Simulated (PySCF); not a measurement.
C4H10Si, SMILES C=C(C)[SiH2]C. Geometry: PBE0-D3(BJ)/def2-SVP. The values are those of a single conformer.

Question: Give the equilibrium geometry at PBE0-D3(BJ)/def2-SVP (PySCF confirms it by a frequency run) as bond lengths and angles. (An estimate is asked for; the answer gives what the named calculation found.)

Answer: One answer among several that fit: 
Atoms: C1 C2 C3 Si4 C5 H6 H7 H8 H9 H10 H11 H12 H13 H14 H15. Bond lengths (Å): C1–C2 1.341, C1–H6 1.098, C1–H7 1.095, C2–C3 1.503, C2–Si4 1.883, C3–H8 1.103, C3–H9 1.103, C3–H10 1.101, Si4–C5 1.882, Si4–H11 1.500, Si4–H12 1.496, C5–H13 1.101, C5–H14 1.101, C5–H15 1.101. Bond angles (°): C2–C1–H6 121.6, C2–C1–H7 122.0, H6–C1–H7 116.4, C1–C2–C3 122.0, C1–C2–Si4 119.7, C3–C2–Si4 118.3, C2–C3–H8 111.3, C2–C3–H9 111.1, C2–C3–H10 111.9, H8–C3–H9 106.3, H8–C3–H10 107.9, H9–C3–H10 108.1, C2–Si4–C5 111.3, C2–Si4–H11 109.3, C2–Si4–H12 108.6, C5–Si4–H11 108.7, C5–Si4–H12 110.5, H11–Si4–H12 108.5, Si4–C5–H13 110.7, Si4–C5–H14 110.9, Si4–C5–H15 110.9, H13–C5–H14 108.1, H13–C5–H15 108.2, H14–C5–H15 107.8.
Charge 0, spin multiplicity 1.
